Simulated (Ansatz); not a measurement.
`[F][GaH][SiH3]` + `BC=C` → `B/C=[CH]\[GaH][SiH3]` + H–F  (formal exchange of groups at a Ga–F bond)

Calculated with Ansatz (gas phase, PBE0-D4/def2-TZVP geometries, no zero-point term in ΔE). CCSD(T)/CBS is the MP2 limit (def2-TZVPP, def2-QZVPP) plus CCSD(T) − MP2 in def2-TZVPP, frozen cores. This one scheme is used for every species. DFT in def2-TZVPP. For Ga outer-core shells are correlated without core-valence functions, which leaves a few kJ/mol of doubt a bond. Scalar relativity is left out up to krypton. One conformer a species, not always the lowest.

```json
{"level": "PBE-D4", "ΔE (kJ/mol)": "92.5"}
{"level": "r2SCAN-D4", "ΔE (kJ/mol)": "101.4"}
{"level": "r2SCAN", "ΔE (kJ/mol)": "104.1"}
{"level": "PBE0", "ΔE (kJ/mol)": "99.5"}
{"level": "MP2/def2-TZVPP", "ΔE (kJ/mol)": "89.1"}
{"level": "SCS-MP2/def2-TZVPP", "ΔE (kJ/mol)": "101.2"}
{"level": "HF/def2-QZVPP", "ΔE (kJ/mol)": "140.2"}
{"level": "MP2/CBS(def2)", "ΔE (kJ/mol)": "87.9"}
```

What does CCSD(T)/CBS give? (Best estimate.)

Ansatz gave: +91.0 kJ/mol. The listed levels differ from it by 1.5, 10.4, 13.1, 8.5, -1.9, 10.2, 49.2, -3.1 kJ/mol.

Largest T1 diagnostic among the species: 0.014.

In def2-TZVPP, CCSD(T) changes the Hartree–Fock value by −45.3 kJ/mol (the triples alone add −6.2 kJ/mol) and MP2 by −48.3 kJ/mol. The D4 term adds −15.3 kJ/mol with B3LYP and −8.6 kJ/mol with PBE0; it sums over pairs of atoms, weighted by their polarisabilities, and B3LYP, whose exchange is more repulsive, gets the larger term.

B3LYP here is the variant with VWN-RPA as its local correlation; programs differ in this.
